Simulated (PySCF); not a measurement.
Stationary points of SrF₂

Level of theory: PySCF, PBE0, basis Sr def2-TZVP with ECP28, F def2-TZVP (scalar-relativistic core potentials, no spin–orbit coupling, density fitting).

Relaxations began from a few typed shapes. The search is not exhaustive: other isomers or separated fragments can lie lower, and high-lying points may rest on an excited occupation.

```tsv
spin	group	bonds	angles	imaginary modes (cm⁻¹)	ΔE (kJ/mol)	ΔE with ZPE (kJ/mol)
singlet	C2v	Sr–F 2.124 Å (×2)	F–Sr–F 129.8°	none	0.0	0.0
singlet	D∞h	Sr–F 2.160 Å (×2)	F–Sr–F 180.0°	80i, 80i	12.2	–
```

The lowest minimum found is the singlet C2v: Sr–F 2.124 Å (×2); F–Sr–F 129.8°.

Counting electrons, strontium keeps none of its valence electrons outside its bonds, so the VSEPR class is AX2 and the expected shape is linear (D∞h). The calculation gives C2v instead. Heavy alkaline-earth centres are the known exception: their polarisable core and low (n−1)d orbitals favour bending; the Mulliken d population here is 0.48.
